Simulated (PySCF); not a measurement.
Multinuclear NMR of C2H11O2PSi3

Bonds (- single, = double, # triple, : aromatic): C1-Si2, Si2-P3, Si2-Si4, Si4-C5, C5=O6, Si4-O7, O7-Si8. C1 carries H9, H10, H11; Si2 carries H12; P3 carries H13, H14; Si4 carries H15; C5 carries H16; Si8 carries H17, H18, H19. Stereochemistry as in C[Si@@H](P)[Si@H](C=O)O[SiH3].

[PySCF 2.14.0 with density-fitted response routines: geometry from GFN2-xTB; PBE0/pcSseg-1 with gauge-including orbitals; in vacuum; non-relativistic Hamiltonian; fast rotation and ring inversion assumed for equivalent nuclei; single conformer]

Q: What are the 31P shifts?

A: 
```csv
atoms,environment,σ (ppm),δ (ppm)
P3,"phosphorus bonded to Si, 2 H",618.5,-242.2
```

Shieldings were converted by a linear fit to measured shifts: 31P: δ = 270.09 − 0.828σ (rms 18.1 ppm, 64 shifts vs H3PO4, solution or neat liquid). A few per cent of atoms miss by over 2 rms, more outside the fitted compound classes.

On a 600 MHz spectrometer 31P resonates near 242.9 MHz, so 1 ppm is 242.9 Hz.

Q: What are the 29Si shifts?

A: 
```
atoms                    environment  σ (ppm)  δ (ppm)
  Si8       silicon bonded to O, 3 H    386.1    -37.4
  Si4  silicon bonded to C, O, Si, H    387.5    -38.5
  Si2  silicon bonded to C, P, Si, H    406.2    -53.9
```

Shieldings were converted by a linear fit to measured shifts: 29Si: δ = 279.94 − 0.822σ (rms 8.9 ppm, 72 shifts, 25.8 ppm with the 6 outliers that the fit left out vs TMS, solution or neat liquid). A few per cent of atoms miss by over 2 rms, more outside the fitted compound classes.

On a 600 MHz spectrometer 29Si resonates near 119.2 MHz, so 1 ppm is 119.2 Hz.

Q: What are the 17O shifts?

A: 
| atoms | environment | σ (ppm) | δ (ppm) |
| --- | --- | --- | --- |
| O6 | carbonyl oxygen | -632.0 | 842.4 |
| O7 | oxygen bonded to 2 Si | 336.6 | -39.9 |

Shieldings were converted by a linear fit to measured shifts: 17O: δ = 266.70 − 0.911σ (rms 10.7 ppm, 155 shifts, 12.2 ppm with the 3 outliers that the fit left out vs liquid water, solution or neat liquid). Occasional misses reach two or three times the rms, and more in compound classes unlike the fitted ones.

On a 300 MHz spectrometer 17O resonates near 40.7 MHz, so 1 ppm is 40.7 Hz.
